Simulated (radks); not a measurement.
The numbers below are computed, except where a source is named.
The gadolinium ion Gd2+, 62 electrons, occupied as [Kr] 4d10 4f7 5s1.75 5p6 5d1 6s0.25 (fractional occupations, a model configuration).

Code: a radial shooting solver on a logarithmic mesh with Libxc functionals. Model: scalar-relativistic Kohn-Sham, HCTH/407, spin-polarised, spherical densities, finite nucleus; open shells are filled with parallel spins first (spin-orbit coupling, left out, can overturn this in heavy ions); Fermi nuclear charge, rms radius 5.1569 fm.

Energy parts (eV):
total: -306843.44
kinetic: 329390.17
electron-nucleus: -747483.27
Hartree: 118206.54
exchange-correlation: -6956.88

Orbitals (lengths in bohr, moments of r in powers of bohr):
orbital  occ.  eigenvalue (eV)      <r^4>      <r>
1s up       1        -50096.67  1.143e-06  0.02192
1s down     1        -50096.63  1.143e-06  0.02192
2s up       1        -8292.976  0.0001816  0.09330
2s down     1        -8292.821  0.0001815  0.09329
2p up       3        -7385.983  0.0001355  0.08235
2p down     3        -7385.864  0.0001355  0.08235
3s up       1        -1852.640   0.007034   0.2445
3s down     1        -1849.537   0.007000   0.2442
3p up       3        -1571.376   0.007367   0.2430
3p down     3        -1568.276   0.007325   0.2427
3d up       5        -1199.487   0.005873   0.2211
3d down     5        -1197.087   0.005825   0.2207
4s up       1        -388.2966     0.1726   0.5527
4s down     1        -381.3075     0.1725   0.5526
4p up       3        -295.4569     0.2258   0.5847
4p down     3        -288.4952     0.2258   0.5846
4d up       5        -166.8740     0.3538   0.6346
4d down     5        -159.8710     0.3572   0.6351
4f up       7         -27.2390      2.040   0.8343
4f down     0         -20.6756      3.091   0.8809
5s up       1         -66.9670      5.544    1.315
5s down  0.75         -62.4820      6.071    1.341
5p up       3         -43.8771      10.43    1.521
5p down     3         -40.3718      12.25    1.571
5d up       1         -16.7147      57.13    2.223
5d down     0         -15.4578      60.96    2.367
6s up    0.25         -15.4664      224.6    3.310
6s down     0         -15.6297      131.1    3.064

The highest occupied level is 6s up at -15.466 eV. The configuration is held as typed, so some empty levels lie below it. The spin density at the nucleus is 88.13 e/bohr^3 (1s 0.27, 2s -1.41, 3s -20.70, 4s 4.28, 5s 93.81, 6s 11.87). The electron density at the nucleus is 6.574e+05 e/bohr^3 (large components only). The density falls to 0.001 e/bohr^3 at r = 3.82 bohr. Spin moment in Bohr magnetons: 8.5.
